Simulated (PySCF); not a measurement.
AuF5, SMILES [F][Au]([F])([F])([F])[F], multiplicity 1. Atoms are numbered in the order given.

```xyz
6

Au     0.0000     0.0000    -0.1005
F      1.3348     1.3348    -0.2185
F     -1.3348    -1.3348    -0.2185
F      0.0000     0.0000     1.7557
F      1.3348    -1.3348    -0.2185
F     -1.3348     1.3348    -0.2185
```
Charge 0, spin multiplicity 1.

Geometry optimised at PBE0-D3(BJ)/def2-SVP. The multiplicity is an assumed one; other spin states were not compared. The def2 effective core potentials stand for the cores of Au; spin–orbit coupling is left out.

Level of theory: PBE/def2-TZVP run with PySCF.

ESP charges are fitted to the potential on shells at 1.4 to 2.0 van der Waals radii. Atomic charges (e):

| atom | ESP fit | Mulliken | Löwdin |
|---|---|---|---|
| Au1 | [?] | 1.36 | 1.01 |
| F2 | [?] | -0.29 | -0.23 |
| F3 | [?] | -0.29 | -0.23 |
| F4 | [?] | -0.19 | -0.10 |
| F5 | [?] | -0.29 | -0.23 |
| F6 | [?] | -0.29 | -0.23 |

Some entries are withheld; supply them. (Estimate from the structure and the level; the computed values follow.)


- Au1, ESP fit: 1.35
- F2, ESP fit: -0.30
- F3, ESP fit: -0.30
- F4, ESP fit: -0.16
- F5, ESP fit: -0.30
- F6, ESP fit: -0.30
